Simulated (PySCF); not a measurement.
CH₈Ge₂, SMILES [CH3][GeH2][GeH3]. Atoms are numbered in the order given.

```xyz
11

C     -1.1741    -2.0630     0.0000
Ge     0.4454    -0.9357     0.0000
Ge    -0.1409     1.4304     0.0000
H     -0.8927    -3.1341     0.0000
H     -1.7850    -1.8553    -0.8996
H     -1.7850    -1.8553     0.8996
H      1.3059    -1.2537     1.2565
H      1.3059    -1.2537    -1.2565
H     -0.9855     1.7838    -1.2552
H     -0.9855     1.7838     1.2552
H      1.1228     2.3321     0.0000
```

Geometry: PBE-D3(BJ)/def2-SVP. The structure was generated by enumeration, and PubChem lists no compound with its InChIKey, so it may never have been made.

Method: B3LYP/def2-TZVP run with PySCF.

Symmetry labels are those of the subgroup Cs that the program uses (full group Cs).

### Question
List the valence orbital energies around the gap with their symmetry. (An estimate is asked for; the answer gives what the named calculation found.)

### Answer

```csv
orbital,symmetry,energy (eV)
HOMO−7,A',-13.77
HOMO−6,A",-11.29
HOMO−5,A',-11.22
HOMO−4,A",-9.50
HOMO−3,A',-9.43
HOMO−2,A",-8.88
HOMO−1,A',-8.66
HOMO,A',-7.68
LUMO,A',0.12
LUMO+1,A',0.29
LUMO+2,A",0.66
LUMO+3,A',0.74
```
